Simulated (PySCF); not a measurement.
Species: C6H7BrOSi.
Structure used (PBE0-D3(BJ)/def2-SVP), in Å, numbered top down from 1:
```xyz
16
C6H7BrOSi angstrom
Si     3.2287   -0.2998    0.1051
O      1.8331    0.6318    0.0233
C      0.5436    0.2338    0.0339
C      0.1637   -1.1079    0.1441
C     -1.1842   -1.4603    0.1513
C     -2.1568   -0.4695    0.0479
Br    -3.9842   -0.9422    0.0579
C     -1.7886    0.8720   -0.0638
C     -0.4435    1.2198   -0.0705
H      4.3466    0.6749    0.0397
H      3.2858   -1.2533   -1.0427
H      3.2692   -1.0695    1.3839
H      0.9210   -1.8923    0.2266
H     -1.4757   -2.5083    0.2383
H     -2.5558    1.6438   -0.1460
H     -0.1329    2.2624   -0.1575
```

Computed with PySCF at B3LYP/def2-SVPD, non-relativistic, on one gas-phase PBE0-D3(BJ)/def2-SVP geometry that isn't relaxed in the solvent. The solvent is an IEF-PCM continuum (Bondi radii, 1.10 Å for H, scaled by 1.2), and excitations are vertical TDDFT with non-equilibrium linear response and a frozen core. The model holds no explicit solvent molecules, cavitation or dispersion. Spin–orbit coupling is left out although an atom past zinc is present.

```
run  E − E(gas) (kJ/mol)  HOMO (eV)  HOMO–LUMO gap (eV)  dipole (D)  lowest singlet (eV)  static polarisability (au)
gas                 0.00      -6.43                5.50        2.15                 4.77                       125.3
  P               -13.38      -6.44                5.58        2.76                 4.81                       173.3
  Q                -9.46      -6.42                5.56        2.60                 4.80                       157.2
```

The runs were made in chloroform and dimethylsulfoxide. Which run belongs to which solvent?

P = dimethylsulfoxide, Q = chloroform. The dielectric constants are 4.711 (chloroform), 46.83 (dimethylsulfoxide), and the energy falls further as ε rises. The optical constants n² used for the excitations are 2.09, 2.19 in the same order. In this model the ground state sees the solvent through ε alone.

How constant is the ratio of the lowering to (ε − 1)/(2ε + 1)?

```csv
solvent,(ε − 1)/(2ε + 1),E − E(gas) (kJ/mol),ratio (kJ/mol),polarisation term (kJ/mol)
chloroform,0.356,-9.46,-26.6,-10.38
dimethylsulfoxide,0.484,-13.38,-27.6,-15.27
```

The ratio changes by +4.1 % in size from chloroform to dimethylsulfoxide. The polarisation term is half the interaction of the solute with the induced surface charges.
